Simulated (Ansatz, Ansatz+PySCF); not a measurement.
```xyz
2

Cu    0.0000    0.0000   -0.8315
Cl    0.0000    0.0000    1.4184
```

RHF-MP2 on singlet CuCl was run in several spherical basis sets with Ansatz (development build ahead of 0.2.0). Frozen core: 10 orbitals.

Question: Rank the basis sets by the total energy that they give, lowest first, with the distance from the lowest.
A. def2-SVP
B. cc-pVTZ
C. cc-pVDZ
D. def2-TZVP
E. 6-31G(d)

Answer: B (0.00 eV), D (7.56 eV), C (8.26 eV), A (28.03 eV), E (28.41 eV).

Totals follow the description of the cores as much as that of the bonds, so this order isn't one of quality for chemistry.
